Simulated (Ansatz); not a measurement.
Two isomers of C2H6F2Si2: A = `C=C[Si](F)(F)[SiH3]`, B = `F[SiH2]/C=C\[SiH2]F`.

Gas-phase electronic energies from Ansatz, PBE0-D4/def2-TZVP geometries. CCSD(T)/CBS is the MP2 limit (def2-TZVPP, def2-QZVPP) plus CCSD(T) − MP2 in def2-TZVPP, frozen cores. DFT in def2-TZVPP. B3LYP here is the variant with VWN-RPA as its local correlation; programs differ in this. Each species was taken in one conformer, which may not be the lowest.

**Question.** Which is lower in electronic energy at CCSD(T)/CBS, and by how much? (Estimate.)

**Answer.** Ansatz gave: A, by 4.8 kcal/mol.

**Question.** Give E(B) − E(A) in kcal/mol with B3LYP-D4, ωB97M-V, CCSD/def2-TZVPP, CCSD(T)/def2-TZVPP, PBE0-D4, B3LYP, PBE-D4. (Estimate.)

**Answer.** Ansatz gave: B3LYP-D4 5.4, ωB97M-V 4.1, CCSD/def2-TZVPP 4.9, CCSD(T)/def2-TZVPP 5.0, PBE0-D4 7.3, B3LYP 5.8, PBE-D4 8.0. None reverses the order clearly.

Largest T1 diagnostic: 0.013.

From PBE to PBE0 (25 % exact exchange), in def2-TZVPP and without D4, E(B) − E(A) moves by −0.8 kcal/mol.
